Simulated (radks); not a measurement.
Values are calculated unless marked as measured or tabulated.
Problem. Level of theory: scalar-relativistic Kohn-Sham, BLYP, spin-polarised, spherical densities, finite nucleus; open shells are filled with parallel spins first (spin-orbit coupling, left out, can overturn this in heavy ions); Fermi nuclear charge, rms radius of each element as measured or else 0.836 A^(1/3) + 0.57 fm (a radial shooting solver on a logarithmic mesh with Libxc functionals). Each species is in its NIST ground configuration. Rank Ru+, Sr+, Xe+, Rb+, Zr+, In+, I+, Nb+, Tc+, Cd+, Sb+, Rh+, Mo+, Sn+, Pd+, Te+, Ag+ by mean radius of the outermost orbital (bohr), largest first.

Solution. Sr+ 3.85, Zr+ 3.36, Tc+ 2.97, Sn+ 2.90, Sb+ 2.66, Cd+ 2.64, In+ 2.49, Te+ 2.47, I+ 2.35, Xe+ 2.20, Nb+ 2.04, Mo+ 1.87, Rb+ 1.72, Ru+ 1.68, Rh+ 1.57, Pd+ 1.47, Ag+ 1.39.
